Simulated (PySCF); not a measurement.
A structure optimised at ωB97X-D3(BJ)/def2-TZVP, used in a PySCF frequency run:

```xyz
6

Al     0.1389     0.7785     0.0000
C     -0.0431    -1.1780     0.0000
H     -0.6181    -1.4876     0.8809
H     -0.6181    -1.4876    -0.8809
H      0.9032    -1.7212     0.0000
H     -1.2133     1.6440     0.0000
```
Charge 0, spin multiplicity 2.

Problem. Write its SMILES, formula and point group.

Solution. [CH3][AlH], CH₄Al, Cs

Problem. What are its rotational constants (standard atomic weights)?

Solution. 100.10, 11.358, 10.888 GHz
